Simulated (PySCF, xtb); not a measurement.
CAuClO, SMILES [Cl][Au]<-[C-]#[O+], multiplicity 1.

GFN2-xTB run with xtb at its own geometry gives an orbital gap of 1.91 eV and a dipole moment of 5.46 D.

The structure is a stationary point at PBE0-D3(BJ)/def2-SVP. The spin state was assumed, not searched. The isomer is the one that the SMILES or the coordinates give; other isomers of the formula were not compared. The def2 effective core potentials stand for the cores of Au; spin–orbit coupling is left out.

What does r2SCAN/def2-TZVPD (PySCF) give? (Estimate from the structure and the level; the computed values follow.)

gap 4.19 eV (levels -7.36 and -3.17 eV), dipole 3.60 D.
